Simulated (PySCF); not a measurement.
# PBE on Ge(2+) (germanium, charge +2)

Configuration: [Ar] 3d9 4s2 4p1, one real determinant (an excited configuration). All numbers are calculated (PySCF 2.14, the spin-free X2C one-electron Hamiltonian (Gaussian nucleus), in aug-cc-pVTZ-DK).

* Total energy: -2096.351 hartree
* One-electron energy: -2882.869 hartree
* Hartree (Coulomb) energy: 865.229 hartree
* Exchange-correlation energy: -78.711 hartree
* ⟨S²⟩: 2.0022
* ⟨L²⟩: 8.008
* Sum of ⟨r⟩: 18.88 bohr
* Sum of ⟨r²⟩: 22.78 bohr²
* Traceless quadrupole moment −½Σ⟨3z² − r²⟩ along its main axis: -1.97 e·bohr²
* Langevin diamagnetic susceptibility: -18.0 ×10⁻⁶ cm³/mol

| shell | electrons | mean orbital energy (hartree) | spread (hartree) | rms radius, mean of both spins (bohr) |
| --- | --- | --- | --- | --- |
| 1s α | 1 | -403.78310 | 0 | 0.0542 |
| 1s β | 1 | -403.78080 | 0 | 0.0542 |
| 2s α | 1 | -51.80131 | 0 | 0.228 |
| 2s β | 1 | -51.77002 | 0 | 0.228 |
| 2p α | 3 | -45.45320 | 0.05718 | 0.203 |
| 2p β | 3 | -45.42861 | 0.02929 | 0.203 |
| 3s α | 1 | -7.42438 | 0 | 0.664 |
| 3s β | 1 | -7.36545 | 0 | 0.664 |
| 3p α | 3 | -5.47142 | 0.08849 | 0.692 |
| 3p β | 3 | -5.41360 | 0.02276 | 0.692 |
| 3d α | 5 | -2.27452 | 0.10674 | 0.784 |
| 3d β | 4 | -2.22176 | 0.03581 | 0.784 |
| 4s α | 1 | -1.21405 | 0 | 1.97 |
| 4s β | 1 | -1.16877 | 0 | 1.97 |
| 4p α | 1 | -0.85185 | 0 | 2.31 |

⟨L²⟩ = 8.01 against 12 for a pure F term, so this real determinant mixes terms.

Densities and radii are taken from the X2C orbitals without a picture-change correction, which distorts them close to the nucleus.
